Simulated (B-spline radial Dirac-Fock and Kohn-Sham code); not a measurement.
**1s emission of Yb³⁺**

System: the Yb³⁺ ion, [Xe] 4f13.

Input file task.json (cfg lists n, l and occupation; rrms is the nuclear radius in fm):

```json
{"items": [{
  "Z": 70,
  "q": 3,
  "cfg": [[1, 0, 2], [2, 0, 2], [2, 1, 6], [3, 0, 2], [3, 1, 6], [3, 2, 10], [4, 0, 2], [4, 1, 6], [4, 2, 10], [4, 3, 13], [5, 0, 2], [5, 1, 6]],
  "A": 174,
  "rrms": 5.3108,
  "do": ["binding", "quiet", "decay"],
  "holes": ["K", "L1", "L2", "L3", "M1", "M2", "M3", "M4", "M5", "N1", "N2", "N3", "N4", "N5"]
}]}
```

Run with: `python xray_run.py task.json out`

Calculated with a B-spline atomic structure program, using independent-particle radiative and Coulomb Auger rates from relativistic LDA hole-state orbitals, with Dirac-Fock energies.

```tsv
line	multipole	energy (eV)	width (meV)	share (%)
K-L1	M1	50833.2	4.91	0.0166
K-L2	E1	51349.3	8570	29.0
K-L3	E1	52384.4	15100	51.1
K-M2	E1	59149.6	1570	5.31
K-M3	E1	59372.4	3060	10.3
K-M4	E2	59751.8	30.4	0.103
K-M5	E2	59799.3	39.1	0.132
K-N2	E1	60926.7	352	1.19
K-N3	E1	60976.9	685	2.31
K-N4	E2	61128.6	7.08	0.0239
K-N5	E2	61137.8	9.06	0.0306
K-O2	E1	61297.5	50.8	0.172
K-O3	E1	61304.2	96.5	0.326
```

The listed lines hold 100.0 % of the radiative rate. The radiative width is 29.6 eV in the length form and 30.3 eV in the velocity form; the two differ because the transition energies are not eigenvalue differences of the potential that gave the orbitals. Kα2/Kα1 is 0.567 and Kβ/Kα is 0.249.
